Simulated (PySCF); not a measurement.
Species: C6H5F2O (doublet state).
Structure used (GFN2-xTB), in Å, numbered top down from 1:
```
atom  x, y, z in Å
O1     2.3068    0.6033   -0.7015
C2     1.0216    0.3612   -0.3378
C3     0.0822    1.3550   -0.3943
F4     0.4560    2.5819   -0.8170
C5    -1.2555    1.1673   -0.0333
C6    -1.6746   -0.0951    0.4131
C7    -0.7873   -1.1114    0.4871
F8    -1.1706   -2.3372    0.9148
C9     0.6561   -1.0152    0.1248
H10    2.8444   -0.1915   -0.6068
H11   -1.9397    1.9931   -0.1011
H12   -2.7016   -0.2578    0.6968
H13    1.2734   -1.2997    0.9944
H14    0.8880   -1.7546   -0.6613
```

The hyperfine couplings belong to this conformer and change with its torsions.

Identity: `C1C(O)=C(F)C=C[C]1F` [radical].

Level of theory: UKS B3LYP, pcH-1 on C F H O, non-relativistic, mean-field spin-orbit, GIAO (PySCF). Geometry: GFN2-xTB, one conformer, isolated molecule. A GFN2-xTB geometry isn't a minimum of the functional, and hyperfine couplings can be far from their values at a DFT geometry. No stability test was run, so a lower SCF solution isn't excluded. ⟨S²⟩ is 0.784 where a pure state has 0.75.

Question: Break the g tensor into its mass correction, gauge correction and orbital-Zeeman/spin–orbit terms.

Answer: 
```csv
Δg (ppm),1,2,3
relativistic mass correction,-175,-175,-175
gauge correction,-2,37,39
orbital Zeeman/spin–orbit,-46,1160,1766
total,-222,1022,1630
```

So g = 2.00210, 2.00334, 2.00395 and g_iso = 2.00313; the tensor is rhombic: the two nearest values differ by 33 % of g3 − g1. Axes: g3 points within 6° of the C5–H11 bond.

Question: What are the electron Larmor frequencies g μB B/h along the three axes at 350 mT?

Answer: 9.8076, 9.8137, 9.8167 GHz for g1, g2 and g3, a range of 9.1 MHz.

Question: What effective moment and Curie constant follow for a powder?

Answer: With the mean of g² = 4.0125 and S(S+1) = 0.75: μ_eff = √(⟨g²⟩S(S+1)) = 1.735 μB and χT = 0.12505·⟨g²⟩·S(S+1) = 0.376 cm³ K/mol (cgs; spin-Hamiltonian part alone).

Question: Average each term over the three axes. Which is largest in size?

Answer: The orbital-Zeeman/spin–orbit term 960, the mass correction -175 and the gauge correction 25 ppm, for a total of 810 ppm. The orbital-Zeeman/spin–orbit term is the largest in size. The mass correction is the same along every axis, so the anisotropy comes from the other two: their spans along these axes are 41 (gauge) and 1812 ppm (orbital Zeeman/spin–orbit).

Question: In a frozen sample, at which fields do the three g values resonate at 9.5, 34, 94 and 263 GHz (hyperfine left aside), and which band first spreads them over more than twice a line width of 0.3 mT?

Answer: 
```json
{"band": "X", "GHz": "9.5", "B(g3) mT": "338.71", "B(g2) mT": "338.81", "B(g1) mT": "339.02", "spread mT": "0.31"}
{"band": "Q", "GHz": "34.0", "B(g3) mT": "1212.22", "B(g2) mT": "1212.59", "B(g1) mT": "1213.34", "spread mT": "1.12"}
{"band": "W", "GHz": "94.0", "B(g3) mT": "3351.42", "B(g2) mT": "3352.44", "B(g1) mT": "3354.53", "spread mT": "3.10"}
{"band": "J", "GHz": "263.0", "B(g3) mT": "9376.86", "B(g2) mT": "9379.71", "B(g1) mT": "9385.54", "spread mT": "8.68"}
```

The spread grows in proportion to the frequency. Q band is the first where it exceeds 0.6 mT.

The Mulliken spin populations are largest on C5 (+0.53), C7 (+0.37), C2 (+0.37) and C6 (-0.20). Three atoms exceed +0.15. The positive populations add up to 1.48 and the negative ones to -0.48, together 2S = 1. The angles at C5 add up to 360.0°, so it is planar.

The HOMO–LUMO gaps are 4.63 eV among the α and 4.12 eV among the β orbitals.

Hardware: one thread, Arm Neoverse V2 (aarch64), shared host with 96 logical CPUs at a one-minute load of 58. Cost: 78 s (grids of density and orbitals included), 1.1 GiB resident at most.

The SMILES draws the unpaired electron on C7; the largest computed Mulliken spin population is on C5 (0.53 against 0.37).
